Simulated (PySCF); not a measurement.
C3H5NSi2, SMILES N1[SiH2][SiH2]C=1C#C. Heavy atoms are numbered as in [CH:1]#[C:2][C:3]1=[N:4][SiH2:5][SiH2:6]1. Hydrogens are named by the atom that carries them.

Geometry: ωB97X-D3(BJ)/def2-SVP. This is a generated structure with no PubChem entry under its InChIKey; it may be hypothetical.

These are HF/pcSseg-1 run with PySCF values and carry that method's errors.

GIAO shieldings, no solvent; atoms alike by connectivity are averaged. δ = σ(ref) − σ: ¹³C against TMS (σ = 192.6 ppm); ¹⁵N against NH3 (σ = 267.3 ppm); ²⁹Si against TMS (σ = 393.8 ppm); ¹H against TMS (σ = 31.99 ppm), references at their B3LYP-D3(BJ)/def2-TZVP geometries, non-relativistic.

Computed chemical shifts:
| nucleus | atoms | count | δ (ppm) |
|---|---|---|---|
| ¹³C | C3 | 1 | 212.2 |
| ¹³C | C1 (CH) | 1 | 100.0 |
| ¹³C | C2 | 1 | 76.4 |
| ¹⁵N | N4 | 1 | 589.4 |
| ²⁹Si | Si5 (SiH2) | 1 | -16.0 |
| ²⁹Si | Si6 (SiH2) | 1 | -28.2 |
| ¹H | H on Si5 | 2 | 5.25 |
| ¹H | H on Si6 | 2 | 4.91 |
| ¹H | H on C1 | 1 | 4.75 |
